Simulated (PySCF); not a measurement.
**How methods differ on the excitation energy of Cu**

Cu [Ar] 3d10 4s1 (2S) → Cu [Ar] 3d10 4p1 (2P), as a difference of total energies. Calculation: PySCF 2.14, in aug-cc-pVDZ-DK (7s6p4d2f, 59 functions); the spin-free X2C one-electron Hamiltonian (Gaussian nucleus). Correlated levels: valence: [Ar] frozen. The calculations carry no spin-orbit coupling.

```csv
method,excitation energy (cm⁻¹),error (cm⁻¹)
UHF,25786,-4914
MP2 (valence),31199,+498
SCS-MP2 (valence),30483,-217
CCSD (valence),30034,-667
CCSD(T) (valence),30497,-204
```

Reference: 30701 cm⁻¹ (measured; NIST levels, between the centres of gravity of the two terms).

Errors of the correlated levels include the incompleteness of this basis and the frozen core.

The coupled-cluster amplitudes are large for the upper state (T1 above 0.03 or a double amplitude above 0.15), so a single reference is strained.
